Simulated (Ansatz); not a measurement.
System: GeH, net charge 0, doublet state. 
Coordinates optimised at B3LYP-D3(BJ)/def2-TZVP (Ansatz, a first-principles code):
```xyz
2

Ge     0.0000     0.0000    -0.0487
H      0.0000     0.0000     1.5577
```
Charge 0, spin multiplicity 2.

Computed values are from Ansatz. Correlated levels leave the core frozen unless marked. UHF or UKS for open shells. No spin-orbit coupling. Frozen are the shells of the preceding noble gas and the d and f shells that filled before the atom's block. Non-relativistic. CBS marks a two-point X^-3 extrapolation of the correlation energy; Hartree-Fock from the larger set (for Q and 5 zeta extrapolated as (X+1)exp(-9√X)).

- atomisation energy De: 283.7 kJ/mol at CCSD(T)/CBS(cc-pVQZ,cc-pV5Z)
- vertical ionisation energy (to the singlet): 7.69 eV at CCSD(T)/CBS(aug-cc-pVTZ,aug-cc-pVQZ)
- vertical electron affinity (to the triplet; negative means unbound): 1.25 eV at CCSD(T)/CBS(aug-cc-pVTZ,aug-cc-pVQZ)
- total energy: -2076.0431 Eh at CCSD(T)/CBS(cc-pVQZ,cc-pV5Z)
- dipole moment: 0.16 D at CCSD(T)/aug-cc-pVDZ
- T1 diagnostic: 0.016 at CCSD/cc-pV5Z
